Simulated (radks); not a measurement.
Results of a calculation; reference values are marked as such.
The mean radii <r> (bohr) of the occupied orbitals of an atom or ion are listed with their occupations. Level of theory: scalar-relativistic Kohn-Sham, BLYP, spin-unpolarised, spherical densities, finite nucleus; Fermi nuclear charge, rms radius of each element as measured or else 0.836 A^(1/3) + 0.57 fm (a radial shooting solver on a logarithmic mesh with Libxc functionals).

orbital  occ.      <r>
1s          2  0.05031
2s          2   0.2262
2p          6   0.1982
3s          2   0.6776
3p          6   0.7063
3d          9   0.8219

Name the element and its charge.

Answer. Z = 30, zinc, charge +3: Zn3+ in [Ar] 3d9. The 1s radius gives Z: for a bare nucleus <r> = (2 gamma + 1)/(2Z) with gamma = sqrt(1 - (Z/c)^2), 0.04919 bohr for Z = 30, and screening makes it slightly larger (0.05031 here). The occupations add up to 27, and the charge is Z minus that.
